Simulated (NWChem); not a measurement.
System: CH₅F₂NSi; SMILES [SiH](F)(NC)F

The following NWChem deck was run.

```
start job
memory heap 200 mb stack 900 mb global 1100 mb
geometry units angstroms noautosym nocenter noautoz
  Si    -0.006205     0.536071    -0.346165
  F      0.935065     1.673463     0.341958
  F     -1.508633     0.582792     0.286603
  N      0.682854    -0.980796     0.034763
  C     -0.011153    -2.257972     0.057284
  H     -0.165701     0.923192    -1.776838
  H      1.684312    -1.020573     0.234597
  H     -1.101827    -2.090269    -0.043681
  H      0.139703    -2.793338     1.020307
  H      0.300188    -2.943321    -0.763981
end
basis spherical
  * library 6-31g*
end
dft
  xc m05-2x
  iterations 150
end
cosmo
  do_cosmo_smd true
  solvent ethanol
end
task dft energy
```

NWChem printed, in part:

```
             Northwest Computational Chemistry Package (NWChem) 7.3.0
             --------------------------------------------------------

                             Geometry "geometry" -> ""
                             -------------------------

 Output coordinates in angstroms (scale by  1.889725989 to convert to a.u.)

  No.       Tag          Charge          X              Y              Z
 ---- ---------------- ---------- -------------- -------------- --------------
    1 Si                  14.0000    -0.00620500     0.53607100    -0.34616500
    2 F                    9.0000     0.93506500     1.67346300     0.34195800
    3 F                    9.0000    -1.50863300     0.58279200     0.28660300
    4 N                    7.0000     0.68285400    -0.98079600     0.03476300
    5 C                    6.0000    -0.01115300    -2.25797200     0.05728400
    6 H                    1.0000    -0.16570100     0.92319200    -1.77683800
    7 H                    1.0000     1.68431200    -1.02057300     0.23459700
    8 H                    1.0000    -1.10182700    -2.09026900    -0.04368100
    9 H                    1.0000     0.13970300    -2.79333800     1.02030700
   10 H                    1.0000     0.30018800    -2.94332100    -0.76398100

 Effective nuclear repulsion energy (a.u.)     252.0410626811

                                 NWChem DFT Module
                                 -----------------

 Summary of "ao basis" -> "ao basis" (spherical)
 ------------------------------------------------------------------------------
       Tag                 Description            Shells   Functions and Types
 ---------------- ------------------------------  ------  ---------------------
 Si                          6-31g*                  8       18   4s3p1d
 F                           6-31g*                  6       14   3s2p1d
 N                           6-31g*                  6       14   3s2p1d
 C                           6-31g*                  6       14   3s2p1d
 H                           6-31g*                  2        2   2s

 in cosmo_initialize ...
 calling solv_data for solv:ethanol

 solvent parameters
 solvname_short: ethanol
 solvname_long:  ethanol
 dielec:       24.8520
 dielecinf:     1.8526
 nonaqueous SMD model solvent descriptors
 dielec:       24.8520
 sola:          0.3700
 solb:          0.4800
 solc:          0.0000
 solg:         31.6200
 solh:          0.0000
 soln:          1.3611

          ---------------
          -cosmo- solvent
          ---------------
 Cosmo: York-Karplus, doi: 10.1021/jp992097l
 dielectric constant -eps-     =  24.85
 screen = (eps-1)/(eps    )    =   0.95976
 surface charge correction     = lagrangian

   van der Waals surface
 --------------------------

[...]

                                COSMO-SMD solvation results
                                ---------------------------

             internal energy in gas <Psi(g)|H|Psi(g)> =      -585.125696306438
         internal energy in solvent <Psi(s)|H|Psi(s)> =      -585.124922778743
                               delta internal energy  =         0.000773527695 (    0.49 kcal/mol)
   total free energy in solvent <Psi(s)|H+V/2|Psi(s)> =      -585.133261151389
 polarization energy contribution <Psi(s)|V/2|Psi(s)> =        -0.008338372646 (   -5.23 kcal/mol)
    total free energy in solvent including G(SMD-CDS) =      -585.132425978055
                       G(SMD-CDS) energy contribution =         0.000835173334 (    0.52 kcal/mol)
     1 M fixed-concentration free energy of solvation =        -0.006729671617 (   -4.22 kcal/mol)

                       DFT Final Molecular Orbital Analysis
                       ------------------------------------

 Vector   23  Occ=2.000000D+00  E=-4.479767D-01
              MO Center= -1.7D-01, -7.5D-01, -3.5D-01, r^2= 4.4D+00
   Bfn.  Coefficient  Atom+Function         Bfn.  Coefficient  Atom+Function
  ----- ------------  ---------------      ----- ------------  ---------------
    63      0.272186   5 C  px               76      0.229712   6 H  s
     9     -0.196804   1 Si pz               79     -0.190547   8 H  s
    75      0.184497   6 H  s                23      0.177621   2 F  pz
    37      0.171109   3 F  pz                6      0.166867   1 Si s
    80     -0.163373   8 H  s                65      0.137972   5 C  pz

 Vector   24  Occ=2.000000D+00  E=-4.164164D-01
              MO Center=  1.1D-02, -5.1D-01, -4.6D-01, r^2= 3.9D+00
   Bfn.  Coefficient  Atom+Function         Bfn.  Coefficient  Atom+Function
  ----- ------------  ---------------      ----- ------------  ---------------
    76      0.257673   6 H  s                 9     -0.222566   1 Si pz
    50     -0.218761   4 N  py               75      0.199947   6 H  s
    49      0.178928   4 N  px               63     -0.178841   5 C  px
    64      0.177022   5 C  py                8      0.169575   1 Si py
    79      0.150560   8 H  s                37      0.149751   3 F  pz

 Vector   25  Occ=2.000000D+00  E=-3.078844D-01
              MO Center=  5.1D-01, -1.1D+00, -3.0D-02, r^2= 2.0D+00
   Bfn.  Coefficient  Atom+Function         Bfn.  Coefficient  Atom+Function
  ----- ------------  ---------------      ----- ------------  ---------------
    51      0.508331   4 N  pz               55      0.466802   4 N  pz
    76      0.170117   6 H  s                65     -0.164972   5 C  pz
    84      0.163260  10 H  s                82     -0.139781   9 H  s
    83      0.138130  10 H  s                81     -0.123528   9 H  s
    49     -0.100482   4 N  px               69     -0.097976   5 C  pz

 Vector   26  Occ=0.000000D+00  E= 9.462532D-02
              MO Center= -1.3D-01,  3.2D-02, -5.0D-01, r^2= 4.5D+00
   Bfn.  Coefficient  Atom+Function         Bfn.  Coefficient  Atom+Function
  ----- ------------  ---------------      ----- ------------  ---------------
    11      0.767095   1 Si px               66      0.692570   5 C  s
    12      0.557913   1 Si py               24     -0.374490   2 F  s
    38      0.357816   3 F  s                82     -0.333537   9 H  s
     7      0.272858   1 Si px               78     -0.264966   7 H  s
    80     -0.236990   8 H  s                 8      0.192797   1 Si py

 Vector   27  Occ=0.000000D+00  E= 1.144149D-01
              MO Center=  4.8D-02,  6.7D-01, -5.3D-01, r^2= 4.6D+00
   Bfn.  Coefficient  Atom+Function         Bfn.  Coefficient  Atom+Function
  ----- ------------  ---------------      ----- ------------  ---------------
    12      0.895154   1 Si py               52      0.721951   4 N  s
    11     -0.671669   1 Si px               13      0.322018   1 Si pz
    38     -0.308882   3 F  s                10     -0.253535   1 Si s
    66      0.225270   5 C  s                84     -0.208204  10 H  s
     8      0.205479   1 Si py               55     -0.197942   4 N  pz

 Vector   28  Occ=0.000000D+00  E= 1.207497D-01
              MO Center=  3.8D-01,  2.2D-01,  1.6D-01, r^2= 4.7D+00
   Bfn.  Coefficient  Atom+Function         Bfn.  Coefficient  Atom+Function
  ----- ------------  ---------------      ----- ------------  ---------------
    10      1.306814   1 Si s                52     -0.979250   4 N  s
    76     -0.476217   6 H  s                24     -0.437340   2 F  s
    78      0.438630   7 H  s                13      0.374056   1 Si pz
    38     -0.305948   3 F  s                80      0.266401   8 H  s
    66     -0.261285   5 C  s                67      0.258821   5 C  px

     Multipole analysis of the density
     ---------------------------------

     L   x y z        total         alpha         beta         nuclear
     -   - - -        -----         -----         ----         -------
     0   0 0 0     -0.000000    -25.000000    -25.000000     50.000000

     1   1 0 0      0.525489     -0.040323     -0.040323      0.606135
     1   0 1 0     -1.030755     -0.017979     -0.017979     -0.994797
     1   0 0 1     -0.412178     -0.270518     -0.270518      0.128857

     2   2 0 0    -26.358111    -77.112194    -77.112194    127.866277
     2   1 1 0     -1.171949     -1.914293     -1.914293      2.656638
     2   1 0 1      0.605297      0.606793      0.606793     -0.608289
     2   0 2 0    -25.501864   -177.622753   -177.622753    329.743643
     2   0 1 1     -1.184250     -1.754410     -1.754410      2.324570
     2   0 0 2    -26.579106    -28.174196    -28.174196     29.769286
```

Level: M05-2X/6-31G* (spherical d), SMD on the gas-phase geometry. Geometry: optimised at PBE-D3(BJ)/def2-SVP. Solvent: ethanol.
